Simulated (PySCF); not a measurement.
A calculated (PBE0, PySCF 2.14, def2-SVP, no relativity, point nucleus) atom or ion has these occupied shells.

```json
{"shell": "1s α", "electrons": "1", "orbital energy (eV)": "-570.35", "rms radius, mean of both spins (bohr)": "0.231"}
{"shell": "1s β", "electrons": "1", "orbital energy (eV)": "-568.42", "rms radius, mean of both spins (bohr)": "0.231"}
{"shell": "2s α", "electrons": "1", "orbital energy (eV)": "-62.670", "rms radius, mean of both spins (bohr)": "1.14"}
{"shell": "2s β", "electrons": "1", "orbital energy (eV)": "-57.064", "rms radius, mean of both spins (bohr)": "1.14"}
{"shell": "2p α", "electrons": "2", "orbital energy (eV)": "-48.041", "rms radius, mean of both spins (bohr)": "1.11"}
```

Question: Name the element and its charge.

Answer: O²⁺ (oxygen, charge +2), in [He] 2s2 2p2, high-spin 3P determinant.
